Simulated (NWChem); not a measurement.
System: BiF₂ cation; SMILES [Bi+]([F])[F]

Parts of the log:

```
             Northwest Computational Chemistry Package (NWChem) 7.3.0
             --------------------------------------------------------

 C2V symmetry detected

                             Geometry "geometry" -> ""
                             -------------------------

 Output coordinates in angstroms (scale by  1.889725989 to convert to a.u.)

  No.       Tag          Charge          X              Y              Z
 ---- ---------------- ---------- -------------- -------------- --------------
    1 Bi                  83.0000     0.00000000     0.00000000     0.23536283
    2 F                    9.0000    -1.46761200     0.00000000    -1.08528417
    3 F                    9.0000     1.46761200     0.00000000    -1.08528417

 Effective nuclear repulsion energy (a.u.)     415.0373374026

      Symmetry information
      --------------------

 Group name             C2v
 Group number             16
 Group order               4
 No. of unique centers     2

                                 NWChem DFT Module
                                 -----------------

 Summary of "ao basis" -> "ao basis" (spherical)
 ------------------------------------------------------------------------------
       Tag                 Description            Shells   Functions and Types
 ---------------- ------------------------------  ------  ---------------------
 Bi                         def2-svp                10       26   4s4p2d
 F                          def2-svp                 6       14   3s2p1d

      Symmetry analysis of basis
      --------------------------

        a1         22
        a2          6
        b1         16
        b2         10

            General Information
            -------------------
          SCF calculation type: DFT
          Wavefunction type:  closed shell.
          No. of atoms     :     3
          No. of electrons :    40
           Alpha electrons :    20
            Beta electrons :    20
          Charge           :     1
          Spin multiplicity:     1
          Use of symmetry is: on ; symmetry adaption is: on
          Maximum number of iterations: 150
          AO basis - number of functions:    54
                     number of shells:    22
          Convergence on energy requested:  1.00D-06
          Convergence on density requested:  1.00D-05
          Convergence on gradient requested:  5.00D-04

              XC Information
              --------------
                          M06 Method XC Functional
                     Hartree-Fock (Exact) Exchange  0.270
                           M06 Exchange Functional  1.000
                         M06 Correlation Potential  1.000

             Grid Information
             ----------------
          Grid used for XC integration:  medium
          Radial quadrature: Mura-Knowles
          Angular quadrature: Lebedev.
          Tag              B.-S. Rad. Rad. Pts. Rad. Cut. Ang. Pts.
          ---              ---------- --------- --------- ---------
          Bi                  1.60      123           6.0       590
          F                   0.50       49           7.0       434
          Grid pruning is: on
          Number of quadrature shells:   172
          Spatial weights used:  Erf1

      Superposition of Atomic Density Guess
      -------------------------------------

 Sum of atomic energies:        -444.00403536

 Renormalizing density from      41.00 to     40

      Non-variational initial energy
      ------------------------------

 Total energy =    -407.505650
 1-e energy   =    -879.561623
 2-e energy   =     346.489172
 HOMO         =      -0.829870
 LUMO         =      -0.415358

      Symmetry analysis of molecular orbitals - initial
      -------------------------------------------------

  Numbering of irreducible representations:

     1 a1          2 a2          3 b1          4 b2

  Orbital symmetries:

     1 a1          2 b1          3 a1          4 b1          5 a1
     6 b2          7 a1          8 b1          9 a1         10 a2
    11 b2         12 a1         13 b1         14 a1         15 b1
    16 b2         17 a1         18 a2         19 b1         20 a1
    21 b2         22 a1         23 b1         24 a1         25 b2
    26 a1         27 b1         28 b2         29 a2         30 a1

     ---------------------------------------------
      Total Density - Mulliken Population Analysis
     ---------------------------------------------

    Atom       Charge   Shell Charges
 -----------   ------   -------------------------------------------------------
    1 Bi  23    20.50   2.93 -0.86  1.45  0.47  4.73  1.26  0.38  0.08  9.89  0.18
    2 F    9     9.75   1.99  1.21  0.76  3.75  2.03  0.00
    3 F    9     9.75   1.99  1.21  0.76  3.75  2.03  0.00

   convergence    iter        energy       DeltaE   RMS-Dens  Diis-err
 ---------------- ----- ----------------- --------- --------- ---------
 d= 0,ls=0.0,diis     1   -413.5688349813 -5.39D+02  6.12D-02  2.80D+00
 d= 0,ls=0.0,diis     2   -411.0631099507  2.51D+00  4.90D-02  2.46D+01
 d= 0,ls=0.0,diis     3   -413.8474588918 -2.78D+00  5.10D-03  3.39D-02
 d= 0,ls=0.0,diis     4   -413.8520224610 -4.56D-03  1.47D-03  7.68D-03
 d= 0,ls=0.0,diis     5   -413.8515622857  4.60D-04  6.14D-04  7.45D-04
  Resetting Diis
 d= 0,ls=0.0,diis     6   -413.8517085547 -1.46D-04  3.64D-04  7.17D-05
 d= 0,ls=0.0,diis     7   -413.8517303924 -2.18D-05  5.80D-05  1.38D-06
 d= 0,ls=0.0,diis     8   -413.8517308508 -4.58D-07  1.53D-05  5.73D-07
 d= 0,ls=0.0,diis     9   -413.8517308912 -4.04D-08  6.10D-06  2.86D-07

         Total DFT energy =     -413.851730891167
      One electron energy =     -891.584035567279
           Coulomb energy =      390.025461531534
    Exchange-Corr. energy =      -37.859958135747
 Nuclear repulsion energy =      125.566801280325

 Numeric. integr. density =       39.999984598628

                  Occupations of the irreducible representations
                  ----------------------------------------------

                     irrep           alpha         beta
                     --------     --------     --------
                     a1                9.0          9.0
                     a2                2.0          2.0
                     b1                6.0          6.0
                     b2                3.0          3.0

                       DFT Final Molecular Orbital Analysis
                       ------------------------------------

 Vector   18  Occ=2.000000D+00  E=-6.388669D-01  Symmetry=a2
              MO Center=  7.4D-15,  2.4D-16, -1.1D+00, r^2= 2.6D+00
   Bfn.  Coefficient  Atom+Function         Bfn.  Coefficient  Atom+Function
  ----- ------------  ---------------      ----- ------------  ---------------
    31      0.468862  2 F  py                45     -0.468862  3 F  py
    34     -0.331608  2 F  py                48      0.331608  3 F  py
    17     -0.089475  1 Bi d -2              22      0.075647  1 Bi d -2

 Vector   19  Occ=2.000000D+00  E=-6.328465D-01  Symmetry=b1
              MO Center= -2.5D-15, -2.5D-16, -1.1D+00, r^2= 2.7D+00
   Bfn.  Coefficient  Atom+Function         Bfn.  Coefficient  Atom+Function
  ----- ------------  ---------------      ----- ------------  ---------------
    30      0.417691  2 F  px                44      0.417691  3 F  px
    33     -0.297532  2 F  px                47     -0.297532  3 F  px
    32     -0.227200  2 F  pz                46      0.227200  3 F  pz
    35      0.157543  2 F  pz                49     -0.157543  3 F  pz
    14     -0.071027  1 Bi px                20     -0.069371  1 Bi d  1

 Vector   20  Occ=2.000000D+00  E=-6.222589D-01  Symmetry=a1
              MO Center= -2.0D-14,  5.7D-16, -7.0D-01, r^2= 3.0D+00
   Bfn.  Coefficient  Atom+Function         Bfn.  Coefficient  Atom+Function
  ----- ------------  ---------------      ----- ------------  ---------------
    32      0.428032  2 F  pz                46      0.428032  3 F  pz
     3      0.303264  1 Bi s                 35     -0.302209  2 F  pz
    49     -0.302209  3 F  pz                13      0.251215  1 Bi pz
     4      0.218351  1 Bi s                  1     -0.216266  1 Bi s
     7     -0.119108  1 Bi pz                21      0.107505  1 Bi d  2

 Vector   21  Occ=0.000000D+00  E=-4.008259D-01  Symmetry=b2
              MO Center= -1.2D-15, -1.4D-16,  1.7D-01, r^2= 2.7D+00
   Bfn.  Coefficient  Atom+Function         Bfn.  Coefficient  Atom+Function
  ----- ------------  ---------------      ----- ------------  ---------------
    12      0.717186  1 Bi py                15      0.412979  1 Bi py
     6     -0.315028  1 Bi py                31      0.195976  2 F  py
    45      0.195976  3 F  py                34     -0.158907  2 F  py
    48     -0.158907  3 F  py                 9     -0.145304  1 Bi py
    23      0.061742  1 Bi d -1              18     -0.047549  1 Bi d -1

 Vector   22  Occ=0.000000D+00  E=-2.977110D-01  Symmetry=b1
              MO Center= -3.9D-15, -3.6D-16,  3.6D-01, r^2= 3.2D+00
   Bfn.  Coefficient  Atom+Function         Bfn.  Coefficient  Atom+Function
  ----- ------------  ---------------      ----- ------------  ---------------
    14      0.620940  1 Bi px                11      0.588007  1 Bi px
     5     -0.267308  1 Bi px                32     -0.205900  2 F  pz
    46      0.205900  3 F  pz                29      0.188760  2 F  s
    43     -0.188760  3 F  s                 20      0.174016  1 Bi d  1
    35      0.173596  2 F  pz                49     -0.173596  3 F  pz

[...]
```

Level: M06/def2-SVP with def2 effective core potentials on Bi. Structure relaxed at the PBE0/def2-SVP level. def2 effective core potentials on Bi; no spin-orbit coupling.

Task: Write an input that gives this output.

Result: This is not unique; one that fits is the input that was run:
```
start job
memory heap 200 mb stack 900 mb global 1100 mb
charge 1
geometry units angstroms noautoz
  Bi     0.000000     0.000000     0.194916
  F     -1.467612     0.000000    -1.125731
  F      1.467612     0.000000    -1.125731
end
basis spherical
  Bi library def2-svp
  F library def2-svp
end
ecp
  Bi library def2-ecp
end
dft
  xc m06
  iterations 150
  mulliken
end
task dft energy
```
